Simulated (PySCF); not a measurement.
Geometry (Å), atoms numbered from 1 in this order:
```xyz
23

C    -2.158    1.423   -0.931
C    -1.909    0.631    0.354
N    -0.965   -0.448    0.180
C    -1.486   -1.688   -0.348
C     0.390   -0.228    0.171
C     0.955    1.021    0.476
C     2.321    1.204    0.510
C     3.196    0.166    0.236
C     2.637   -1.057   -0.074
F     3.453   -2.102   -0.355
C     1.277   -1.276   -0.115
H    -2.562    0.775   -1.705
H    -1.228    1.853   -1.295
H    -2.867    2.226   -0.745
H    -1.552    1.298    1.142
H    -2.850    0.198    0.705
H    -1.182   -2.530    0.279
H    -2.572   -1.646   -0.353
H    -1.145   -1.872   -1.372
H     0.327    1.870    0.688
H     2.715    2.180    0.751
H     4.265    0.295    0.255
H     0.934   -2.265   -0.366
```

[PySCF 2.14: PBE0/pcSseg-1 with gauge-including orbitals; structure optimised with GFN2-xTB; in vacuum; a single conformation; fast rotation and ring inversion assumed for equivalent nuclei; no relativistic terms]

Chemical shifts δ = σref − σ; TMS for 13C and 1H; 15N against NH3; CFCl3 for 19F, all at this level.

```tsv
atoms	nucleus	count	Hirshfeld charge	δ (ppm)
C4	13C	1	-0.06	?
C11	13C	1	-0.10	?
C1	13C	1	-0.12	11.5
C5	13C	1	0.06	152.5
C9	13C	1	0.08	175.0
C2	13C	1	-0.01	?
H12/H13/H14	1H	3	0.04	1.07
C6	13C	1	-0.09	108.9
H23	1H	1	0.04	6.28
C7	13C	1	-0.05	?
H22	1H	1	0.05	6.61
N3	15N	1	-0.05	82.3
H20	1H	1	0.04	?
F10	19F	1	-0.09	-115.3
H17/H18/H19	1H	3	0.05	3.03
H15/H16	1H	2	0.04	?
C8	13C	1	-0.10	107.1
H21	1H	1	0.05	7.42
```

Complete the table.

## Answers


- C7: 135.9 ppm, aromatic CH; the aromatic region
- C11: 102.2 ppm, aromatic CH; π donation from the O or N substituent raises the electron density at positions ortho and para to it
- C2: 49.8 ppm, sp3 CH2 bonded to N; deshielded by the electronegative neighbour
- C4: 40.2 ppm, methyl carbon bonded to N; deshielded by the electronegative neighbour
- H20: 6.43 ppm, hydrogen on an aromatic CH; π donation from the O or N substituent shields it against benzene
- H15/H16: 3.51 ppm, hydrogen on an sp3 CH2 bonded to N; its carbon carries N, which withdraws density

Shifts are as computed. Against solution values, carbons near 30 ppm lie about +3 ppm off and those near 130 ppm about +5 ppm. Of 1211 compounds with measured shifts, 218 miss one by over three times the rms of a fit or turn the order of signals round; such compounds aren't used in these exercises. Unscaled 19F shifts against computed CFCl3 carry errors that often reach 10 to 50 ppm. Experimental scales use liquid or dissolved standards, which lie at an offset from isolated NH3 (liquid NH3: subtract about 20 ppm).
